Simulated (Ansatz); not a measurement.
Basis sets compared for `CCC(C)(CC(C)(CC(C)(C)C(=O)OCc1ccccc1)C(=O)OC(C)(C)C)C(=O)OCC1CO1`. The state is a singlet with charge 0. Geometry PBE-D4/def2-SVP. Ansatz on 2 threads of AMD EPYC 7R13 on a shared host and a share (18 GiB) of an NVIDIA H100 80GB HBM3; times are rough, and most runs start from earlier orbitals.

Cartesian coordinates in Å:
```
C -0.931 0.206 -5.398
C -0.977 -0.197 -3.922
C 0.096 0.479 -3.018
C 1.519 0.082 -3.440
C -0.196 0.248 -1.493
C 0.151 -1.076 -0.773
C -0.266 -2.338 -1.562
C -0.634 -1.184 0.583
C -0.641 -0.069 1.678
C 0.763 0.367 2.120
C -1.493 1.171 1.312
C -1.321 -0.735 2.890
O -0.789 -0.960 3.962
O -2.611 -1.058 2.614
C -3.378 -1.651 3.695
C -4.015 -0.593 4.562
C -3.335 -0.077 5.685
C -3.920 0.931 6.465
C -5.187 1.437 6.132
C -5.869 0.931 5.014
C -5.285 -0.078 4.234
C 1.666 -1.132 -0.471
O 2.426 -0.178 -0.525
O 2.031 -2.380 -0.112
C 3.426 -2.719 0.239
C 3.853 -1.947 1.491
C 3.343 -4.220 0.525
C 4.343 -2.441 -0.957
C -0.138 1.993 -3.156
O -1.215 2.539 -2.989
O 0.992 2.683 -3.451
C 0.844 4.110 -3.547
C 2.212 4.682 -3.819
C 3.086 5.114 -2.715
O 2.368 6.065 -3.504
H -1.732 -0.308 -5.966
H 0.033 -0.062 -5.878
H -1.087 1.296 -5.532
H -0.871 -1.295 -3.842
H -1.974 0.060 -3.508
H 2.277 0.565 -2.800
H 1.657 -1.015 -3.364
H 1.718 0.373 -4.489
H 0.337 1.046 -0.939
H -1.277 0.444 -1.356
H -1.336 -2.273 -1.840
H 0.326 -2.468 -2.488
H -0.120 -3.245 -0.947
H -1.693 -1.383 0.317
H -0.263 -2.114 1.065
H 0.694 1.027 3.007
H 1.283 0.912 1.312
H 1.382 -0.503 2.411
H -1.653 1.800 2.212
H -2.488 0.880 0.924
H -0.989 1.800 0.556
H -4.146 -2.262 3.184
H -2.709 -2.305 4.288
H -2.335 -0.466 5.927
H -3.382 1.325 7.341
H -5.645 2.228 6.747
H -6.864 1.322 4.751
H -5.822 -0.476 3.358
H 4.866 -2.275 1.799
H 3.876 -0.859 1.300
H 3.158 -2.152 2.330
H 2.996 -4.771 -0.372
H 4.339 -4.610 0.812
H 2.635 -4.421 1.353
H 4.410 -1.358 -1.166
H 3.966 -2.958 -1.862
H 5.359 -2.827 -0.740
H 0.125 4.356 -4.358
H 0.425 4.521 -2.604
H 2.682 4.355 -4.769
H 2.739 4.989 -1.671
H 4.184 5.102 -2.853
```

B3LYP takes the VWN-RPA correlation. Single mean-field runs in def2-SVP, def2-mTZVP are fitted with def2-universal-jkfit.

Binding counts from free atoms (C triplet, O triplet, H doublet) in the same basis, without a counterpoise term.

```csv
level,functions,energy (Eh),HOMO (eV),LUMO (eV),binding per atom (eV),wall time
HF/6-31G,399,-1608.0548,-9.10,3.47,3.07,4.9 s
r2SCAN-D4/def2-mTZVP,826,-1618.4505,-6.32,-1.28,4.51,8.5 s
B3LYP-D4/6-31G,399,-1618.4981,-6.80,-0.36,4.40,8 s
```

**Question.** Estimate the rows for HF/def2-SVP, r2SCAN-D4/def2-SVP (with forces), B3LYP-D4/def2-SVP.

**Answer.** 
| level | functions | energy (Eh) | HOMO (eV) | LUMO (eV) | binding per atom (eV) | wall time |
| --- | --- | --- | --- | --- | --- | --- |
| HF/def2-SVP | 700 | -1607.5823 | -9.16 | 3.24 | 3.36 | 3.6 s |
| r2SCAN-D4/def2-SVP (with forces) | 700 | -1616.7843 | -6.30 | -1.26 | 4.60 | 13 s |
| B3LYP-D4/def2-SVP | 700 | -1617.8071 | -6.95 | -0.61 | 4.58 | 5.5 s |
